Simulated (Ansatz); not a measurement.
`BC1=CC1` + H₂ → `C1=CC1` + BH₃ at 700 K and 1 bar (hydrogenolysis of a C–B bond).

Calculated with Ansatz (gas phase, PBE0-D4/def2-TZVP geometries, no zero-point term in ΔE). CCSD(T)/CBS is the MP2 limit (def2-TZVPP, def2-QZVPP) plus CCSD(T) − MP2 in def2-TZVPP, frozen cores. This one scheme is used for every species.

```csv
species,CCSD(T)/CBS energy (Eh),H − E (kJ/mol),S (J/(mol·K))
`BC1=CC1`,-141.85370,236.6,361.7
H₂,-1.17544,46.8,155.3
`C1=CC1`,-116.45901,189.7,305.0
BH₃,-26.55200,96.5,225.0
```

H − E and S are ideal-gas, rigid-rotor, harmonic terms from PBE0-D4/def2-TZVP. The MP2-based limit puts H₂ 0.8 mEh under its directly extrapolated value; such offsets cancel only in part. 1 Eh = 2625.50 kJ/mol, R = 8.31446 J/(mol·K).

By hand: ΔE, ΔH, ΔS and ΔG.

ΔE = (-116.45901) + (-26.55200) − (-141.85370) − (-1.17544) = 0.01813 Eh = 47.6 kJ/mol. Δ(H − E) = 189.7 + 96.5 − 236.6 − 46.8 = 2.8, so ΔH = 50.4 kJ/mol. ΔS = 305.0 + 225.0 − 361.7 − 155.3 = 13.0 J/(mol·K). ΔG = 50.4 − 700 × (13.0)/1000 = 41.3 kJ/mol.

By hand: the equilibrium constant, and the temperature at which ΔG would vanish if ΔH and ΔS stayed fixed.

log₁₀ K = −ΔG/(RT ln 10) = -3.1. ΔG = 0 at ΔH/ΔS = 3877 K, far beyond where these terms or the molecules hold.

The number of gas molecules stays the same, so ΔS is small and ΔH decides. A doubt of 5 kJ/mol in ΔE shifts log₁₀ K by 0.4 here. These are equilibria of isolated gas molecules and say nothing of rates. Largest T1 diagnostic: 0.011 (customary marks: 0.02 for closed shells, 0.045 for open ones).
